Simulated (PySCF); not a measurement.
Computed with ωB97X-D3(BJ)/def2-TZVP // B3LYP-D3(BJ)/def2-TZVP run with PySCF 2.14.0. Isolated molecules, 0 K electronic values unless said otherwise. 

Reference species (SMILES): `[CH3][Al]([CH3])[CH3]` (neutral, multiplicity 1).

```
Property        Value
-------------  ------
dipole moment  0.00 D
```

Changed species: `[CH3][Al]([CH3])[I]` (whole molecule; the reference has whole molecule).

### Question
Give the shifts of the dipole moment.

### Answer
the dipole moment rises by 2.26 D, to 2.26 D.
